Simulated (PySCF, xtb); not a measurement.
C2H5O2, SMILES COC=[OH+], charge +1. One conformer was computed; it need not be the lowest.

Harmonic wavenumbers (cm⁻¹) from GFN2-xTB run with xtb at its own minimum, in rising order: 73, 246, 382, 661, 704, 909, 954, 1071, 1084, 1124, 1258, 1301, 1370, 1401, 1427, 1605, 2942, 2993, 2998, 3044, 3258.

Q: What does B3LYP-D3(BJ)/def2-SVP run with PySCF 2.14.0 give at its own minimum? (An estimate is asked for; the answer gives what the named calculation found.)

A: 103, 253, 330, 690, 696, 849, 1058, 1120, 1151, 1193, 1390, 1407, 1443, 1445, 1472, 1709, 3057, 3175, 3202, 3219, 3676. Paired by order, the mean absolute difference is 99 cm⁻¹ and the zero-point energies are 44.0 and 46.7 kcal/mol.
